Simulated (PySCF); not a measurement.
# Two-component Hartree-Fock for Sr²¹⁺ (strontium, charge +21)

Start: [Ne] 3s2 3p5; 3p1/2 filled at m_j = -1/2, +1/2; 3p3/2 filled at m_j = -1/2, +1/2, +3/2. Calculated with PySCF 2.14 in an uncontracted even-tempered set (19 s from 2.5 bohr⁻², ratio 2.4; 14 p from 3.2 bohr⁻², ratio 2.4; 5 d from 15 bohr⁻², ratio 2.6; 4 f from 22 bohr⁻², ratio 2.6): generalised Hartree-Fock with the X2C-1e Hamiltonian and a Gaussian nucleus; one run each with spin-orbit coupling (SO) switched off, then screened by Boettger's factors.

| spinor shell | electrons | ε, spin-free (eV) | ε, screened SO (eV) | weight of nominal j (screened SO) | rms radius, screened SO (bohr) |
| --- | --- | --- | --- | --- | --- |
| 1s1/2 | 2 | -17065.4 | -17064.5 | 1.000 | 0.0451 |
| 2s1/2 | 2 | -3112.6 | -3112.1 | 1.000 | 0.184 |
| 2p1/2 | 2 | -2858.0 | -2906.5 | 1.000 | 0.161 |
| 3s1/2 | 2 | -1076.0 | -1075.9 | 1.000 | 0.465 |
| 3p1/2 | 2 | -990.32 | -1000.2 | 0.978 | 0.455 |
| 3p3/2 | 3 | -990.32 | -985.46 | 0.985 | 0.462 |

Problem. Where does 2p3/2 lie, and what is the 2p spin-orbit splitting (screened SO)?

Solution. At -2834.5 eV, 72.015 eV above 2p1/2.

```json
{"quantity": "E (hartree)", "spin-free": "-2914.65939", "screened SO": "-2915.08675"}
{"quantity": "M_J", "spin-free": "3/2", "screened SO": "3/2"}
{"quantity": "⟨J²⟩", "spin-free": "3.751", "screened SO": "3.751"}
{"quantity": "⟨L²⟩", "spin-free": "2.001", "screened SO": "2.004"}
{"quantity": "⟨S²⟩", "spin-free": "0.750", "screened SO": "0.753"}
```

Each row is a mean over spinors that exchange with the open shell spreads, by up to 12.419 eV (3s1/2).

Breit and QED terms are absent; they matter most for the inner s and p1/2 levels.

Densities and radii are taken from the X2C orbitals without a picture-change correction, which distorts them close to the nucleus.

Without spin-orbit coupling the j labels of p, d and f shells carry no meaning; the spin-free column gives the mean over the occupied spinors of each nl shell.
